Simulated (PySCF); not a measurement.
B(GeH3)2(H) (BGe₂H₇), SMILES [BH]([GeH3])[GeH3].

Geometry: B3LYP-D3(BJ)/def2-SVP. The structure was generated by enumeration, and PubChem lists no compound with its InChIKey, so it may never have been made.

Two levels are set side by side: PBE/def2-TZVP (PySCF) and HF/def2-TZVP (PySCF). Same geometry, gas phase. Differences are taken from unrounded values.

```tsv
quantity	HF
orbital gap (eV)	11.23
highest occupied level (eV)	-10.50
lowest empty level (eV)	0.72
dipole moment (D)	0.63
mean polarisability (bohr³)	75.4
```

Problem. What does PBE give, and how far is it from HF? (Estimate from the structure and the level; the computed values follow.)

Solution. 
```
quantity                       PBE  PBE minus HF
---------------------------  -----  ------------
orbital gap (eV)              3.08         -8.15
highest occupied level (eV)  -6.79          3.71
lowest empty level (eV)      -3.71         -4.43
dipole moment (D)             0.39         -0.24
mean polarisability (bohr³)   86.0          10.5
```

Without exact exchange PBE keeps part of each electron's self-repulsion, which lifts occupied levels and narrows the gap. PBE's more diffuse valence density responds more strongly to a field. Differences between two approximate levels are no errors against the true value.

Rough cost on one machine, each run with all the roots and properties that it gave: HF against PBE about 1/3.
